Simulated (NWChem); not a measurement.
System: CH$_{4}$F$_{2}$Si; SMILES FC[SiH2]F

The following NWChem deck was run.

```
start job
memory heap 200 mb stack 900 mb global 1100 mb
geometry units angstroms noautoz
  F      0.632626    -1.805542     0.242996
  C     -0.195285    -1.050973    -0.558889
  Si    -0.457393     0.672583     0.163188
  F      0.914945     1.535341     0.040693
  H      0.236063    -0.987891    -1.574913
  H     -1.173099    -1.560448    -0.658006
  H     -0.820253     0.579339     1.601958
  H     -1.511943     1.365968    -0.629888
end
basis spherical
  F library cc-pvtz
  C library cc-pvtz
  Si library cc-pvtz
  H library cc-pvtz
end
dft
  xc pbe0
  iterations 150
  semidirect filesize 400000000
  mulliken
end
task dft gradient
```

Output (shortened):

```
             Northwest Computational Chemistry Package (NWChem) 7.3.0
             --------------------------------------------------------

 C1  symmetry detected

                             Geometry "geometry" -> ""
                             -------------------------

 Output coordinates in angstroms (scale by  1.889725989 to convert to a.u.)

  No.       Tag          Charge          X              Y              Z
 ---- ---------------- ---------- -------------- -------------- --------------
    1 F                    9.0000     0.55943290    -1.80567609     0.24948166
    2 C                    6.0000    -0.35129156    -1.07109893    -0.47771013
    3 Si                  14.0000    -0.49775346     0.68723093     0.19129369
    4 F                    9.0000     0.86046620     1.51701392    -0.13941390
    5 H                    1.0000    -0.04882837    -1.06102278    -1.54108198
    6 H                    1.0000    -1.34077629    -1.56537644    -0.43167878
    7 H                    1.0000    -0.68010547     0.66424406     1.66663781
    8 H                    1.0000    -1.63308405     1.36547530    -0.49633778

 Effective nuclear repulsion energy (a.u.)     171.7444381833

                                 NWChem DFT Module
                                 -----------------

 Summary of "ao basis" -> "ao basis" (spherical)
 ------------------------------------------------------------------------------
       Tag                 Description            Shells   Functions and Types
 ---------------- ------------------------------  ------  ---------------------
 F                          cc-pvtz                 10       30   4s3p2d1f
 C                          cc-pvtz                 10       30   4s3p2d1f
 Si                         cc-pvtz                 12       34   5s4p2d1f
 H                          cc-pvtz                  6       14   3s2p1d

            General Information
            -------------------
          SCF calculation type: DFT
          Wavefunction type:  closed shell.
          No. of atoms     :     8
          No. of electrons :    42
           Alpha electrons :    21
            Beta electrons :    21
          Charge           :     0
          Spin multiplicity:     1
          Use of symmetry is: off; symmetry adaption is: off
          Maximum number of iterations: 150
          AO basis - number of functions:   180
                     number of shells:    66
          Convergence on energy requested:  1.00D-06
          Convergence on density requested:  1.00D-05
          Convergence on gradient requested:  5.00D-04

              XC Information
              --------------
                         PBE0 Method XC Functional
                     Hartree-Fock (Exact) Exchange  0.250
          PerdewBurkeErnzerhof Exchange Functional  0.750
            Perdew 1991 LDA Correlation Functional  1.000 local
           PerdewBurkeErnz. Correlation Functional  1.000 non-local

             Grid Information
             ----------------
          Grid used for XC integration:  medium
          Radial quadrature: Mura-Knowles
          Angular quadrature: Lebedev.
          Tag              B.-S. Rad. Rad. Pts. Rad. Cut. Ang. Pts.
          ---              ---------- --------- --------- ---------
          F                   0.50       49          11.0       434
          C                   0.70       49           9.0       434
          Si                  1.10       88           9.0       590
          H                   0.35       45          11.0       434
          Grid pruning is: on
          Number of quadrature shells:   415
          Spatial weights used:  Erf1

      Superposition of Atomic Density Guess
      -------------------------------------

 Sum of atomic energies:        -527.33452986

      Non-variational initial energy
      ------------------------------

 Total energy =    -528.452277
 1-e energy   =   -1073.013679
 2-e energy   =     372.816965
 HOMO         =      -0.342843
 LUMO         =       0.042957

------------------------------------------------------------
EAF file 0: "./job.aoints.0" size=497549312 bytes
------------------------------------------------------------
               write      read    awrite     aread      wait
               -----      ----    ------     -----      ----
     calls:      949         0         0         0         0
   data(b): 4.98e+08  0.00e+00  0.00e+00  0.00e+00
   time(s): 0.00e+00  0.00e+00  0.00e+00  0.00e+00  0.00e+00
rate(mb/s): 0.00e+00  0.00e+00
------------------------------------------------------------

     ---------------------------------------------
      Total Density - Mulliken Population Analysis
     ---------------------------------------------

    Atom       Charge   Shell Charges
 -----------   ------   -------------------------------------------------------
    1 F    9     9.37   1.95  1.08  0.27  0.60  1.60  2.55  1.31  0.00  0.01  0.00
    2 C    6     5.98   1.95  0.86  0.18  0.33  0.69  1.40  0.48  0.02  0.06  0.01
    3 Si  14    13.28   2.00  1.93  0.85  0.14  0.30  5.50  1.25  0.57  0.41  0.14  0.15  0.05
    4 F    9     9.51   1.95  1.09  0.27  0.59  1.64  2.61  1.36  0.00  0.01  0.00
    5 H    1     0.88   0.24  0.46  0.15  0.01  0.02  0.00
    6 H    1     0.88   0.24  0.46  0.15  0.01  0.02  0.00
    7 H    1     1.05   0.23  0.52  0.29  0.00  0.01  0.00
    8 H    1     1.04   0.23  0.51  0.29  0.00  0.01  0.00

   convergence    iter        energy       DeltaE   RMS-Dens  Diis-err
 ---------------- ----- ----------------- --------- --------- ---------
 d= 0,ls=0.0,diis     1   -529.3863032073 -7.01D+02  4.77D-03  8.99D-01
 d= 0,ls=0.0,diis     2   -529.3330986922  5.32D-02  2.48D-03  1.75D+00
 d= 0,ls=0.0,diis     3   -529.4720857045 -1.39D-01  3.92D-04  2.48D-02
 d= 0,ls=0.0,diis     4   -529.4734553136 -1.37D-03  1.40D-04  1.93D-03
 d= 0,ls=0.0,diis     5   -529.4736269898 -1.72D-04  3.45D-05  3.01D-04
  Resetting Diis
 d= 0,ls=0.0,diis     6   -529.4736527207 -2.57D-05  1.04D-05  1.35D-05
 d= 0,ls=0.0,diis     7   -529.4736536270 -9.06D-07  6.52D-06  1.23D-06

         Total DFT energy =     -529.473653627016
      One electron energy =    -1075.754266771594
           Coulomb energy =      422.983112659489
    Exchange-Corr. energy =      -48.446937698166
 Nuclear repulsion energy =      171.744438183255

 Numeric. integr. density =       41.999996885898

                       DFT Final Molecular Orbital Analysis
                       ------------------------------------

 Vector   19  Occ=2.000000D+00  E=-3.717771D-01
              MO Center= -1.7D-02, -1.4D+00, -2.3D-01, r^2= 2.0D+00
   Bfn.  Coefficient  Atom+Function         Bfn.  Coefficient  Atom+Function
  ----- ------------  ---------------      ----- ------------  ---------------
     8      0.255783  1 F  px               140      0.231186  6 H  s
     5      0.217913  1 F  px               126     -0.214968  5 H  s
    10     -0.209093  1 F  pz                11      0.205983  1 F  px
     7     -0.177996  1 F  pz                13     -0.169143  1 F  pz
   141      0.127176  6 H  s                 35     -0.118287  2 C  px

 Vector   20  Occ=2.000000D+00  E=-3.609061D-01
              MO Center= -7.1D-01,  8.6D-01,  4.1D-01, r^2= 2.7D+00
   Bfn.  Coefficient  Atom+Function         Bfn.  Coefficient  Atom+Function
  ----- ------------  ---------------      ----- ------------  ---------------
    71      0.272411  3 Si pz               154      0.214401  7 H  s
   168     -0.201048  8 H  s                155      0.167958  7 H  s
   169     -0.165013  8 H  s                104     -0.160693  4 F  pz
   153      0.138429  7 H  s                101     -0.136129  4 F  pz
   167     -0.128613  8 H  s                107     -0.126492  4 F  pz

 Vector   21  Occ=2.000000D+00  E=-3.231488D-01
              MO Center= -2.3D-01, -6.1D-01, -1.1D-01, r^2= 2.7D+00
   Bfn.  Coefficient  Atom+Function         Bfn.  Coefficient  Atom+Function
  ----- ------------  ---------------      ----- ------------  ---------------
    70      0.256650  3 Si py                 9      0.216871  1 F  py
    39     -0.217450  2 C  py                12      0.189958  1 F  py
     6      0.185628  1 F  py                36     -0.175602  2 C  py
    10      0.130954  1 F  pz                40     -0.129921  2 C  pz
    34     -0.121929  2 C  s                 13      0.114497  1 F  pz

 Vector   22  Occ=0.000000D+00  E= 7.820656D-03
              MO Center= -6.7D-01,  6.0D-01,  2.5D-01, r^2= 3.7D+00
   Bfn.  Coefficient  Atom+Function         Bfn.  Coefficient  Atom+Function
  ----- ------------  ---------------      ----- ------------  ---------------
    75      0.801100  3 Si px                76      0.592108  3 Si py
    34      0.586137  2 C  s                 65     -0.406134  3 Si s
   169      0.310463  8 H  s                 98     -0.252949  4 F  s
    69      0.209410  3 Si px                43      0.198596  2 C  pz
    78     -0.145728  3 Si d -2               4     -0.144496  1 F  s

[...]

                         DFT ENERGY GRADIENTS

    atom               coordinates                        gradient
                 x          y          z           x          y          z
   1 F       1.057175  -3.412233   0.471452   -0.002607   0.003199  -0.001457
   2 C      -0.663845  -2.024083  -0.902741    0.007481  -0.002533   0.008217
   3 Si     -0.940618   1.298678   0.361493   -0.007346  -0.004895   0.001609
   4 F       1.626045   2.866741  -0.263454    0.009097   0.005443  -0.002336
   5 H      -0.092272  -2.005042  -2.912223    0.000652   0.000869  -0.006131
   6 H      -2.533700  -2.958133  -0.815755   -0.005790  -0.001829  -0.000446
   7 H      -1.285213   1.255239   3.149489   -0.000329  -0.000636   0.001183
   8 H      -3.086081   2.580374  -0.937942   -0.001158   0.000382  -0.000639
```

Level: PBE0/cc-pVTZ. Geometry: optimised at PBE0/def2-SVP.
